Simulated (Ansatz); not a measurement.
Diatomic SiO+, multiplicity 2 (lowest of 2S+1 = 2, 4 at CCSD(T)/def2-TZVPP on PBE0 minima; our sources give no spin for the ground state, which may be another).

Seven points along R, fitted to fifth degree in 1/R; most abundant isotopes. In def2 and cc sets the state is the lowest found near the PBE0 minimum, followed along R.

Correlated levels freeze the cores.

The values were computed with Ansatz (Gaussian basis) for Hartree–Fock, density functionals and correlated methods. Values without a source in brackets are computed.

Energies at CCSD(T)/def2-QZVPP:

```tsv
R (Å)	E (hartree)
1.529143	-363.79016854
1.570249	-363.79623759
1.608066	-363.79911858
1.650816	-363.79986523
1.693567	-363.79848338
1.742894	-363.79483504
1.800442	-363.78850067
```

Q: With a reduced mass of 10.1767 u, find the minimum, the force constant and the constants.

A: A fifth-degree polynomial in 1/R puts the minimum at r_e = 1.6429 Å with force constant 528 N/m. Then ω_e = (1/2πc)√(k/μ) = 939 cm⁻¹ and B_e = h/(8π²cμr_e²) = 0.6137 cm⁻¹; the cubic and quartic terms give α_e = 0.0049 and ω_e x_e = 5.0 cm⁻¹.

Ansatz is a first-principles code.
